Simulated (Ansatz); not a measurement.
C$_{4}$H$_{12}$B$_{2}$S, singlet, at a GFN2-xTB geometry, atoms displaced at random by about 0.08 Å a coordinate; PBE/STO-3G, gradient (Ansatz, a program for electronic structure).

The Ansatz input:
Ansatz 0.2 input:
```yaml
crystal:
  periodic: [false, false, false]
  atoms:
    - {symbol: B, position_ang: [1.62058492, -0.21007535, -0.15635263]}
    - {symbol: C, position_ang: [1.44287075, -1.70371661, 0.41730950]}
    - {symbol: C, position_ang: [2.71269157, 0.42512165, -0.11380967]}
    - {symbol: S, position_ang: [0.04218695, 0.77970735, -0.28866147]}
    - {symbol: B, position_ang: [-1.43241165, 0.17644503, -0.04674445]}
    - {symbol: C, position_ang: [-2.91413844, 1.01276043, -0.16638451]}
    - {symbol: C, position_ang: [-1.61920268, -1.50173514, 0.27281924]}
    - {symbol: H, position_ang: [2.62221916, -2.06764481, 0.60622720]}
    - {symbol: H, position_ang: [0.97999191, -1.89366352, 1.48139871]}
    - {symbol: H, position_ang: [0.85069760, -2.25140996, -0.33178072]}
    - {symbol: H, position_ang: [2.86931314, 1.77055511, -0.67796406]}
    - {symbol: H, position_ang: [3.48667935, 0.39638378, 0.48629179]}
    - {symbol: H, position_ang: [3.45148630, -0.13944684, -0.94413011]}
    - {symbol: H, position_ang: [-3.47208584, 1.16180834, 0.87028003]}
    - {symbol: H, position_ang: [-3.31181788, 0.69336925, -0.95972880]}
    - {symbol: H, position_ang: [-2.51478982, 1.99503979, -0.44736891]}
    - {symbol: H, position_ang: [-1.37079975, -2.10010695, -0.30884915]}
    - {symbol: H, position_ang: [-2.88287998, -1.67288135, 0.58599743]}
    - {symbol: H, position_ang: [-1.31314845, -1.52693962, 1.20244071]}
basis:
  gaussian:
    orbitals: STO-3G
hamiltonian:
  xc: pbe
output: {forces: true}
```

What the program printed (banner, timings and long lists left out):

```
Functional definition: PBE
678 factors; integrals over basis functions are off by at most 1.1e-4 eV
mean field evaluation 1: about -16321.8706 eV, gradient 1.6e1 eV
mean field evaluation 2: about -16321.4192 eV, gradient 2.0e1 eV
mean field evaluation 4: about -16322.6602 eV, gradient 8.8e-1 eV
mean field evaluation 8: about -16322.4213 eV, gradient 7.6e-2 eV
mean field -16322.42136195 eV, -599.8379213173 hartree, gradient 2.7e-5 eV, S^2 0.000000; 0 other end points of the search recorded, 0 dependent functions left out
the calculation of the forces begins
reference -16322.42139426 eV, -599.8379225046 hartree; 31, 31 occupied and 20, 20 virtual orbitals, 678 factors
Total energy: -16322.42139426 eV, -599.8379225046 hartree
Atom 0 at     1.620585    -0.210075    -0.156353 Å, force   -16.239713    -8.283610     2.720162 eV/Å
Atom 1 at     1.442871    -1.703717     0.417309 Å, force     3.916458    -0.567620     2.112860 eV/Å
Atom 2 at     2.712692     0.425122    -0.113810 Å, force    13.271004    12.130968    -9.814521 eV/Å
Atom 3 at     0.042187     0.779707    -0.288661 Å, force     5.538840     4.501214    -1.794981 eV/Å
Atom 4 at    -1.432412     0.176445    -0.046744 Å, force    -7.214517    -6.072788     0.935222 eV/Å
Atom 5 at    -2.914138     1.012760    -0.166385 Å, force     7.597873     4.112392     9.829058 eV/Å
Atom 6 at    -1.619203    -1.501735     0.272819 Å, force   -13.096329    14.926924     7.648883 eV/Å
Atom 7 at     2.622219    -2.067645     0.606227 Å, force    -3.677586     0.105724    -1.110685 eV/Å
Atom 8 at     0.979992    -1.893664     1.481399 Å, force     0.423780     0.994436    -2.141683 eV/Å
Atom 9 at     0.850698    -2.251410    -0.331781 Å, force     0.395132    -0.966098     0.045409 eV/Å
Atom 10 at     2.869313     1.770555    -0.677964 Å, force    -1.017741    -4.899706     2.291304 eV/Å
Atom 11 at     3.486679     0.396384     0.486292 Å, force     4.512224    -0.075931     5.729342 eV/Å
Atom 12 at     3.451486    -0.139447    -0.944130 Å, force    -2.107730     0.944643     0.971612 eV/Å
Atom 13 at    -3.472086     1.161808     0.870280 Å, force     0.778754    -0.949062    -2.776950 eV/Å
Atom 14 at    -3.311818     0.693369    -0.959729 Å, force    -5.368300    -3.843379    -7.400378 eV/Å
Atom 15 at    -2.514790     1.995040    -0.447369 Å, force    -0.590271     0.893375     0.115208 eV/Å
Atom 16 at    -1.370800    -2.100107    -0.308849 Å, force     5.373537   -12.120451   -11.404401 eV/Å
Atom 17 at    -2.882880    -1.672881     0.585997 Å, force     4.274668     0.402025    -1.927056 eV/Å
Atom 18 at    -1.313148    -1.526940     1.202441 Å, force     3.229917    -1.233058     5.971594 eV/Å
Dipole moment:     0.657624    -0.007383    -0.092110 e Å
```
